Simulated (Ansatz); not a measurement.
Reaction (homolysis of the N–Si bond): `CN(C)[SiH2]O` → `C[N]C`• + `O[SiH2]`•

Gas-phase electronic energies from Ansatz, PBE0-D4/def2-TZVP geometries. CBS: MP2 limit from def2 TZ/QZ plus the TZ coupled-cluster correction, frozen cores. This one scheme is used for every species. Functionals use def2-TZVPP. HSE06 is defined as in plane-wave codes. No spin–orbit coupling; open shells (•) take unrestricted orbitals. One conformer a species, not always the lowest.

`CN(C)[SiH2]O`:

Cartesian coordinates in Å:
```
C -0.470 -1.224 0.903
N 0.105 -0.032 0.329
C 1.546 -0.043 0.287
Si -0.851 1.114 -0.501
O -1.401 0.696 -2.002
H -0.232 -2.123 0.318
H -0.099 -1.383 1.923
H -1.558 -1.137 0.953
H 1.924 0.896 -0.121
H 1.938 -0.865 -0.330
H 1.965 -0.163 1.295
H -0.005 2.333 -0.603
H -2.107 1.315 0.256
H -0.756 0.616 -2.706
```

`C[N]C`•:

```xyz
9

C    -0.574   -0.953    0.405
N    -0.222    0.389    0.741
C     0.541    1.011   -0.292
H    -1.160   -0.989   -0.527
H    -1.157   -1.412    1.204
H     0.323   -1.566    0.224
H    -0.023    1.041   -1.238
H     0.809    2.031   -0.014
H     1.463    0.447   -0.503
```

`O[SiH2]`•:

```xyz
5

O     0.534    0.913   -0.381
Si   -0.566   -0.190    0.172
H     0.803    0.843   -1.298
H    -0.130   -1.589   -0.135
H    -0.641    0.022    1.642
```

Problem. What is ΔE at CCSD(T)/CBS? (Estimate.)

Solution. The calculation gave: +432.6 kJ/mol.

Problem. What do these levels give: B97M-V, PBE0-D4, r2SCANh-D4, BHLYP-D4, CAM-B3LYP-D4, PBE-QIDH, r2SCAN0, HSE06, CAM-B3LYP, LC-ωPBE, MP2/def2-SVP, MP2/CBS(def2)? (Best estimate.)

Solution. Ansatz gave: B97M-V 404.7, PBE0-D4 403.6, r2SCANh-D4 389.7, BHLYP-D4 402.9, CAM-B3LYP-D4 410.8, PBE-QIDH 421.5, r2SCAN0 387.9, HSE06 393.8, CAM-B3LYP 400.4, LC-ωPBE 404.0, MP2/def2-SVP 435.7, MP2/CBS(def2) 462.7 kJ/mol.

Largest T1 diagnostic among the species: 0.015.

From BLYP to BHLYP (50 % exact exchange), in def2-TZVPP and without D4, ΔE moves by +22.5 kJ/mol. At CCSD(T), def2-SVP lies −23.2 kJ/mol from the extrapolated value and def2-TZVPP −11.6 kJ/mol: correlation converges slowly with the basis, and small sets miss more of it in the bonded molecule than in its fragments. The D4 term adds +18.2 kJ/mol with B3LYP and +10.1 kJ/mol with PBE0; it sums over pairs of atoms, weighted by their polarisabilities, and B3LYP, whose exchange is more repulsive, gets the larger term.

B3LYP here is the variant with VWN-RPA as its local correlation; programs differ in this.
